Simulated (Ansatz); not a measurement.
Gas-phase electronic energies from Ansatz, PBE0-D4/def2-TZVP geometries. CCSD(T)/CBS adds triple-zeta CCSD(T) − MP2 to the extrapolated MP2 energy (def2 sets, frozen cores). This one scheme is used for every species. Functionals use def2-TZVPP. B3LYP here is the variant with VWN-RPA as its local correlation; programs differ in this. One conformer a species, not always the lowest.

`[SiH3][AlH][SH]` + CH₃NH₂ → `C[NH][AlH][SH]` + SiH₄  (cleavage of the Al–Si bond)

`[SiH3][AlH][SH]`:

```xyz
8

Si    1.524    0.272   -0.182
Al   -0.792   -0.120    0.502
S    -2.243   -0.457   -1.096
H     1.670    0.295   -1.664
H     2.419   -0.795    0.351
H     2.023    1.573    0.349
H    -1.319   -0.153    1.997
H    -3.282   -0.615   -0.257
```

CH₃NH₂:

```xyz
7

C    -0.031   -0.563   -0.072
N     0.309    0.850   -0.081
H    -0.915   -0.830    0.524
H     0.816   -1.137    0.311
H    -0.206   -0.900   -1.097
H     0.486    1.180    0.859
H    -0.459    1.400   -0.444
```

`C[NH][AlH][SH]`:

Z-matrix (Å, degrees):
```
C
N 1 1.445
H 1 1.096 2 112.4
H 1 1.096 2 112.3 3 -121.7
H 1 1.092 2 110.2 3 119.2
Al 2 1.766 1 131.3 3 -118.3
H 2 1.010 1 111.7 3 61.6
S 6 2.189 2 121.3 1 0.3
H 6 1.576 2 119.4 1 -179.7
H 8 1.344 6 94.3 2 0.5
```

SiH₄:

Cartesian coordinates in Å:
```
Si 0.000 0.000 0.000
H -0.038 0.373 -1.436
H -1.228 -0.759 0.347
H 0.073 1.230 0.829
H 1.193 -0.844 0.261
```

Problem. Is it downhill or uphill in electronic energy at CCSD(T)/CBS, and by how much? (Best estimate.)

Solution. Computed: Downhill: ΔE = -20.4 kcal/mol.

Problem. What do these levels give: LDA (SPW92), BLYP-D4, B3LYP-D4, r2SCANh-D4, BHLYP-D4, B2PLYP, revPBE, BHLYP, CCSD/def2-TZVPP, HF/def2-QZVPP, SCS-MP2/def2-QZVPP, MP2/CBS(def2)? (Estimate.)

Solution. Ansatz gave: LDA (SPW92) -17.8, BLYP-D4 -20.7, B3LYP-D4 -20.8, r2SCANh-D4 -19.7, BHLYP-D4 -21.5, B2PLYP -21.3, revPBE -14.8, BHLYP -21.2, CCSD/def2-TZVPP -20.7, HF/def2-QZVPP -21.9, SCS-MP2/def2-QZVPP -22.9, MP2/CBS(def2) -22.7 kcal/mol.

Largest T1 diagnostic among the species: 0.013.

Leaving LDA and LC-ωPBE aside and taking each functional with its dispersion term where it has one, the values, not all of them listed here, spread over 5.8 kcal/mol, from CAM-B3LYP-D4 to PBE-D4. LDA lies −2.1 kcal/mol from PBE without D4. From BLYP to BHLYP (50 % exact exchange), in def2-TZVPP and without D4, ΔE moves by −1.7 kcal/mol. At CCSD(T), def2-SVP lies −0.9 kcal/mol from the extrapolated value and def2-TZVPP −0.2 kcal/mol.
